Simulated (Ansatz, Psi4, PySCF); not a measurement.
Species: AlH, charge 0, multiplicity 1. SMILES: [AlH]
Coordinates optimised at B3LYP-D3(BJ)/def2-TZVP (Ansatz, a first-principles code):
```
Al
H 1 1.6619
```

Quantity: atomisation energy, in kcal/mol. Set-up: 6-311+G** with 5d, 6d on Na to Ar in Ansatz; atomisation electronic, to ground-state atoms; spin-orbit terms left out; non-relativistic; 6-31G* and kin with 6d, 5d where marked; valence correlation only; UHF or UKS for open shells; LANL2DZ with its own core potentials from Na on. First-principles rows: single points at B3LYP-D3(BJ) geometries (Ansatz). The Hartree-Fock reference of [AlH] (AlH) is unstable towards a lower, spin-broken solution.

```csv
level,program,atomisation energy (kcal/mol)
HF/3-21G,Ansatz,47.2
PBE/LANL2DZ,Ansatz,66.3
BLYP/6-31G*,Ansatz,71.1
BP86/def2-SVP,PySCF,72.7
B3LYP/6-31G*,Ansatz,71.8
B3LYP/6-31+G*,Ansatz,72.1
PBE0/6-31G*,Ansatz,68.3
M06-2X/6-311+G**,PySCF,72.2
wB97X-D/6-311+G**,Psi4,71.7
MP2/STO-3G,Ansatz,114.4
PBE0/def2-TZVPD,Ansatz,69.0
```

No value to compare with is used here. The 10 habitual levels span 47.2 (HF/3-21G) to 114.4 kcal/mol (MP2/STO-3G); PBE0/def2-TZVPD gives 69.0.

The levels are drawn from those run, B3LYP/6-31G* more often than the rest, none by its result; runs whose electronic state is in doubt are left out.
